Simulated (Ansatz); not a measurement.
Reaction (ligand exchange at the Sc–Cl bond): `C[N](C)[Sc]([Cl])[N](C)C` + `CNC` → `C[N](C)[Sc]([N](C)C)[N](C)C` + HCl

Calculated with Ansatz (gas phase, PBE0-D4/def2-TZVP geometries, no zero-point term in ΔE). CBS: MP2 limit from def2 TZ/QZ plus the TZ coupled-cluster correction, frozen cores. This one scheme is used for every species. DFT in def2-TZVPP. HSE06 is defined as in plane-wave codes. For Sc outer-core shells are correlated without core-valence functions, which leaves a few kJ/mol of doubt a bond. Scalar relativity is left out up to krypton. Each species was taken in one conformer, which may not be the lowest.

**Question.** Is it downhill or uphill in electronic energy at CCSD(T)/CBS, and by how much? (An estimate is asked.)

**Answer.** Ansatz gave: Uphill: ΔE = +32.5 kcal/mol.

**Question.** What do these levels give: PBE-D4, revPBE-D4, r2SCAN-D4, B97M-V, r2SCANh-D4, r2SCAN0-D4, HSE06-D4, ωB97M-V, PBE, CCSD/def2-SVP, MP2/def2-TZVPP, SCS-MP2/def2-QZVPP? (Estimate.)

**Answer.** Computed: PBE-D4 32.2, revPBE-D4 31.3, r2SCAN-D4 34.4, B97M-V 34.8, r2SCANh-D4 34.9, r2SCAN0-D4 35.5, HSE06-D4 34.2, ωB97M-V 34.3, PBE 34.1, CCSD/def2-SVP 33.6, MP2/def2-TZVPP 32.5, SCS-MP2/def2-QZVPP 33.5 kcal/mol.

Largest T1 diagnostic among the species: 0.014.

From BLYP to BHLYP (50 % exact exchange), in def2-TZVPP and without D4, ΔE moves by +2.8 kcal/mol. The D4 term adds −2.8 kcal/mol with B3LYP and −1.8 kcal/mol with PBE0; it sums over pairs of atoms, weighted by their polarisabilities, and B3LYP, whose exchange is more repulsive, gets the larger term.

B3LYP here is the variant with VWN-RPA as its local correlation; programs differ in this.
